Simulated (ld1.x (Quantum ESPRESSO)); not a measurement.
PBE TM dataset for Hf (Z = 72), scalar-relativistic all-electron reference.

ld1.x (Quantum ESPRESSO) 7.5 input, shortened:

```
&input
   title='Hf', zed=72., rel=1, dft='PBE', iswitch=3,
   config='[Xe] 4f14 5d1 6s0 6p0'
 /
 &inputp
   pseudotype=2, tm=.true., lloc=0,
   nlcc=.false.
 /
3
5P  2  1   6.00   0.00  1.40  1.40  0.0
5D  3  2   1.00   0.00  2.85  2.85  0.0
5S  1  0   2.00   0.00  1.05  1.05  0.0
 &test
   configts(1)='5s2 5p6 5d1 6s0 6p0'
 /
```

Results:

- Cutoffs needed: 100 Ry and 180 Ry (the cutoffs (Ry, on a coarse ladder) from which the occupation-weighted sum of valence levels, in a spherical-Bessel basis at the reference potential, stays within 10 and 1 mRy of its value at 400 Ry)
- Ghost test: no extra level below or beside the all-electron valence levels (p, d, s, f tested) (spherical-Bessel basis up to 400 Ry, 20 bohr box)
- Largest excitation error: +229 meV (all-electron minus pseudo) for 5s2 5p6 5d1 6s2 6p0, out of 7 test configurations

Generation and tests took about 2.4 s on one core of a shared server CPU.
